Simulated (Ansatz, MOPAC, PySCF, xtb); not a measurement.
Pair of molecules: CH4O (SMILES CO) (first 6 atoms) with C3H8 (SMILES CCC); geometry from B3LYP-D3(BJ)/def2-TZVP, rigid monomers moved along the line of their centres of mass till H6···C7 is 3.06 Å.
(charge 0, multiplicity 1):
```csv
atom,x (Å),y (Å),z (Å)
C,0.4843,0.2433,-0.2798
O,-0.5138,-0.5181,0.3832
H,0.7516,1.1470,0.2786
H,0.0681,0.5428,-1.2407
H,1.3934,-0.3402,-0.4639
H,-0.1745,-0.7962,1.2398
C,-0.3005,-1.2589,4.2608
C,-0.0217,0.1063,4.8843
C,0.3388,1.1681,3.8485
H,-0.5323,-2.0100,5.0179
H,-1.1520,-1.2120,3.5768
H,0.5690,-1.6205,3.7026
H,0.7907,0.0150,5.6111
H,-0.9006,0.4314,5.4480
H,0.5202,2.1378,4.3152
H,1.2458,0.8909,3.3039
H,-0.4628,1.2931,3.1170
```

Counterpoise-corrected where a basis set is named; no monomer relaxation. Rows marked so take none.

Rows in 6-31G* carry no dispersion term and start afresh at each structure (6-31G* with six Cartesian d functions). The state reached by PM7 isn't checked; PM7 holds dispersion and hydrogen-bond terms.

Run with Ansatz (Gaussian basis) for Hartree–Fock, density functionals and correlated methods; MOPAC for PM7 (differences of heats of formation); PySCF for 6-31G* rows, the dispersion terms; xtb for the GFN methods. Each number belongs to the level named beside it.

### Question
One of these levels gives -55.1 meV for the interaction energy. Which one is it?
A) GFN-FF
B) r2SCAN-D3(BJ)/def2-TZVPPD
C) HF/6-31G* (no counterpoise)
D) PM7

### Answer
D, PM7. The others give -36.2 (GFN-FF), -20.9 (HF/6-31G* (no counterpoise)), -73.9 (r2SCAN-D3(BJ)/def2-TZVPPD)

Ansatz is a first-principles code.
